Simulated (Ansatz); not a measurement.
Ansatz (a quantum-chemistry and plane-wave program) input:

Ansatz 0.2 input:
```yaml
crystal:
  periodic: [false, false, false]
  atoms:
    - {symbol: Zr, position_ang: [0.00177350, -0.00644462, -0.32054545]}
    - {symbol: F, position_ang: [1.56274006, 0.01820541, 0.72091320]}
    - {symbol: F, position_ang: [-1.57062230, 0.01043733, 0.70373323]}
basis:
  gaussian:
    orbitals: def2-SVPD
magnetization: {spin_polarized: false}
correlation: {method: ccsd_t, electrons: outside_noble_gas}
output: {forces: true}
```

Problem. Which total energy does the run end on?

Solution. -245.84406 Eh (CCSD(T)/def2-SVPD). The basis has 80 functions.
